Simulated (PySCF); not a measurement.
## Excited states of Sr (strontium, neutral)

Ground state [Kr] 5s2, ¹S. All numbers are calculated (PySCF 2.14, scalar relativity by spin-free X2C-1e, in x2c-SVPall with two added diffuse shells each of s, d type (8s4p7d1f, 62 functions)). Vertical excitation energies in eV without spin-orbit coupling; excited terms of each kind are numbered among those the solver found. Frozen: [Ar] 3d10 4s2.

```csv
term,leading excitation,EOM-EE-CCSD,measured centre of gravity (NIST)
1 3P°,5s → p,1.762,1.823 (5s5p)
1 3D,5s → d,2.407,2.263 (5s4d)
1 1D,5s → d,2.652,2.498 (5s4d)
1 1P°,5s → p,2.895,2.690 (5s5p)
1 3S,5s → s,3.589,3.600 (5s6s)
1 1S,5s → s,3.811,3.793 (5s6s)
2 1D,5s → d,4.291,n/a
2 3D,5s → d,4.293,n/a
2 3S,5s → s,4.539,n/a
2 1S,5s → s,4.614,n/a
```

Only the lower part of the computed list is shown. Doubly excited terms such as np² are absent. The solver can miss terms. Rydberg members are limited by the diffuse functions of the basis.
